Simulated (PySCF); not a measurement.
**Correlation energy of As³⁺ (arsenic, charge +3)**

[Ar] 3d10 4s2, closed-shell 1S. Calculation: PySCF 2.14, in x2c-SVPall; the spin-free X2C one-electron Hamiltonian (Gaussian nucleus). Frozen: [Ar] 3d10; 2 electrons correlated.

Total MP2 correlation energy: -28.18 mhartree.

Same-spin part 0.00 and opposite-spin part -28.18 mhartree; SCS-MP2 scales them by 1/3 and 6/5 to -33.82 mhartree.

With two correlated electrons CCSD is exact within the correlated space (frozen core and kept virtual orbitals).

```
level  correlation energy (mhartree)
 CCSD                         -40.38
```

Diagnostics: T1 = 0.0030, D1 = 0.0042, largest double amplitude 0.101.

Cost of the coupled-cluster step: 0.04 s of wall time on 1 thread of Neoverse-V2 (shared host), for 2 correlated electrons.
